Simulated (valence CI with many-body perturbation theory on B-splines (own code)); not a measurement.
Hyperfine factors and g values of Zr16+

Computed by relativistic CI+MBPT: six valence electrons over a frozen Dirac-Fock core [Ar], a basis of 7 s, 7 p, 8 d, 6 f, 4 g, 1 h functions for each j, with the one-electron correlation potential Σ1, the two-electron term Σ2, the three-electron term Σ3, Breit, model QED; selected CI, second order for the rest, scaled by the run's own slope (own B-spline code, finite nucleus).

No measured spectrum was set against this ion. As an estimate, terms of the open shell hold to 2 to 4 % of their energy, and close levels can change places. Core correlation moves these levels by up to 8300 cm⁻¹, and in measured spectra 5 to 20 % of such shifts remained as error; rates that hang on mixing are uncertain with them. Among the levels kept, up to 710 cm⁻¹ of a level comes from second order outside the variational space, and about a tenth of that is noise between levels of different J, which matters for small intervals. Only levels of the ground parity were solved; by the run's estimate the other parity begins above the list, which can be wrong where configurations are misplaced.

A/g_I is the dipole constant over the nuclear g factor μ/I (μ in nuclear magnetons, uniformly magnetised nucleus), B/Q the quadrupole constant per barn. Both hold the static response of the core; the bare values leave it out. Large factors of s and p1/2 electrons are usually good to 5 to 10 %; those of open d and f shells near neutrality can be off by tens of per cent, and small factors of p3/2, d and f electrons come from cancelling terms and can be off by a factor of two or in sign, in half-filled shells by more. B is blank for J = 1/2, where it vanishes, and for nearly pure S terms. Energies count from the lowest level. Levels with J = 0 are left out.

Names give the largest LS component (configuration and term), which can be under half, so a name can repeat, a term be missing and a line seem to break the LS rules; names also repeat where a configuration has a term twice. Letters in brackets count levels of one name in rising energy.

```tsv
Level	E (cm⁻¹)	g	A/g_I (MHz)	A/g_I bare	B/Q (MHz/b)	B/Q bare
3d⁶ ⁵D_4	0.0	1.483	2460	2820	6770	6970
3d⁶ ⁵D_3	11606	1.489	1630	1990	1570	1610
3d⁶ ⁵D_2	15473	1.488	1760	2120	-1480	-1520
3d⁶ ⁵D_1	19511	1.491	1560	1920	-2290	-2350
3d⁶ ³F_4 [a]	59545	1.042	3980	4050	3140	3230
3d⁶ ³P_2 [a]	62396	1.466	1480	1820	-1220	-1240
3d⁶ ³H_6	64372	1.152	4470	4610	-3900	-4000
3d⁶ ³H_5	66509	1.089	4280	4380	1100	1140
3d⁶ ³F_3 [a]	75368	1.009	4960	5000	2870	2940
3d⁶ ³F_2 [a]	78250	0.711	6690	6540	-720	-743
3d⁶ ³H_4	79877	1.002	4590	4630	-938	-961
3d⁶ ³G_5	89552	1.141	4480	4620	-2770	-2840
3d⁶ ³P_1 [a]	90545	1.338	1930	2190	162	170
3d⁶ ³G_4	94525	1.056	5180	5260	-514	-529
3d⁶ ³G_3	98718	0.844	6060	5990	-141	-144
3d⁶ ³D_2	102710	1.154	4200	4340	1730	1780
3d⁶ ¹I_6	105900	1.011	5150	5200	-6640	-6820
3d⁶ ³D_3	107100	1.310	3060	3300	-1720	-1770
3d⁶ ³D_1	107530	0.676	6290	6120	741	762
3d⁶ ¹G_4 [a]	119050	1.010	5350	5400	2530	2610
3d⁶ ¹D_2 [a]	130620	1.021	4820	4870	-2870	-2950
3d⁶ ¹F_3	139120	1.015	5250	5300	-7660	-7880
3d⁶ ³P_1 [b]	161240	1.488	940	1290	118	116
3d⁶ ³F_4 [b]	169060	1.224	3880	4070	-9290	-9550
3d⁶ ³F_2 [b]	170630	0.679	7490	7330	-5300	-5450
3d⁶ ³F_3 [b]	179060	1.072	4700	4790	-7490	-7700
3d⁶ ³P_2 [b]	181240	1.468	2570	2910	-4300	-4420
3d⁶ ¹G_4 [b]	193500	1.020	4810	4860	-3390	-3480
3d⁶ ¹D_2 [b]	251650	0.999	5230	5270	8210	8450
```

Take the isotope of mass number 91, with I = 5/2, μ = -1.3022 μN and Q = -0.176 b. What is the hyperfine structure of 3d⁶ ³F_4 [a]?

From the table A = -2070 MHz, B = -553 MHz. Shifts from the centre of gravity in MHz: F = 3/2: 25600, F = 5/2: 20600, F = 7/2: 13500, F = 9/2: 4300, F = 11/2: -7110, F = 13/2: -20800.
